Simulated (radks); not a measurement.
Task: All-electron atom: the lanthanum ion La+ in [Xe] 5d2. All-electron calculation, scalar-relativistic Kohn-Sham, BLYP, spin-unpolarised, spherical densities, finite nucleus; Fermi nuclear charge, rms radius 4.855 fm. Program: a radial shooting solver on a logarithmic mesh with Libxc functionals. Some entries of the table are withheld. Estimate them.

orbital  occ.  eigenvalue (eV)  <r> (bohr)  <r^2> (bohr^2)
1s          2        -38757.30     0.02507       0.0008537
2s          2        -6172.950      0.1074         0.01362
2p          6        -5533.648         (1)         0.01084
3s          2        -1322.901         (2)         0.09296
3p          6        -1118.742      0.2832         0.09298
3d         10        -825.1892      0.2600             (3)
4s          2        -269.8785      0.6542          0.4828
4p          6              (4)      0.6932             (5)
4d         10        -107.4026      0.7677          0.6836
5s          2         -42.6189       1.560           2.736
5p          6         -26.1696       1.815           3.737
5d          2          -7.1035       2.930             (6)

Result: 
(1) 2p <r> (bohr): 0.09424
(2) 3s <r> (bohr): 0.2852
(3) 3d <r^2> (bohr^2): 0.07972
(4) 4p eigenvalue (eV): -203.4809
(5) 4p <r^2> (bohr^2): 0.5462
(6) 5d <r^2> (bohr^2): 10.16
